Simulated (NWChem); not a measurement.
# CNO anion

```xyz
3

N      0.0000     0.0000     1.2618
C      0.0000     0.0000     0.0709
O      0.0000     0.0000    -1.1594
```
Atoms are numbered in this order, from 1.

Program: NWChem. Geometry optimised at B3LYP/def2-SVPD; all other runs use it. Sets without diffuse functions describe the anion's extra electron poorly. The highest occupied level is positive in some or all of these runs, so the extra electron may be held by the finite basis.

```csv
quantity,level,value
"isotropic polarisability (bohr³), static",BHandHLYP/def2-SVPD,25.8
cavity-dispersion-structure term (kcal/mol) in acetonitrile,"PBE0/aug-cc-pVDZ, SMD",2.1
orbital gap (eV),r2SCAN/def2-SVPD,5.73
"charge (e), Mulliken N1",B3LYP/def2-SVP,…
highest harmonic frequency (cm⁻¹),B3LYP/def2-SVPD,…
```

### Question
Complete the blanks.

### Answer

- charge (e), Mulliken N1, value: -0.36
- highest harmonic frequency (cm⁻¹), value: 2255
